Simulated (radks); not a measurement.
Values are calculated unless marked as measured or tabulated.
Neutral lead inside a hard spherical wall (all orbitals vanish at R), configuration held at [Hg] 6p2 and not refilled when levels cross. Code: a radial shooting solver on a logarithmic mesh with Libxc functionals. Model: scalar-relativistic Kohn-Sham, PBE, spin-unpolarised, spherical densities, finite nucleus; Fermi nuclear charge, rms radius 5.5012 fm. Eigenvalues in eV, with the zero of energy where the potential of the charges vanishes at infinity; a dash marks a level that is unbound or too diffuse for the functional's potential to be trusted. A positive occupied level is held by the wall or, in an anion where self-interaction has pushed it up, behind a barrier. The pressure on the wall is -dE/dV.

| R (bohr) | E (hartree) | kinetic (hartree) | e(5p) | e(5d) | e(6s) | e(6p) | e(7s, empty) | e(6d, empty) | pressure (GPa) |
|---|---|---|---|---|---|---|---|---|---|
| free | -20876.0597 | 23578.153 | -85.845 | -21.184 | -12.028 | -3.499 | - | - | 0 |
| 20 | -20876.0597 | 23578.153 | -85.845 | -21.184 | -12.028 | -3.499 | -0.571 | 0.608 | < 0.0001 |
| 15 | -20876.0596 | 23578.153 | -85.844 | -21.182 | -12.027 | -3.498 | -0.496 | 0.894 | < 0.0001 |
| 7 | -20876.0399 | 23578.269 | -85.052 | -20.404 | -11.376 | -2.750 | 3.688 | 4.690 | 0.942 |
| 6 | -20876.0046 | 23578.446 | -84.267 | -19.641 | -10.741 | -1.868 | 7.363 | 7.127 | 3.78 |
| 3.5 | -20874.8692 | 23583.418 | -74.992 | -10.982 | -0.990 | 12.676 | 54.729 | 34.803 | 342 |
| 2.5 | -20869.4150 | 23605.176 | -54.839 | 8.905 | 31.105 | 56.122 | 164.92 | 98.218 | 4920 |
| 2 | -20856.5333 | 23652.580 | -26.725 | 40.618 | 93.309 | 133.44 | 331.26 | 194.64 | 26900 |
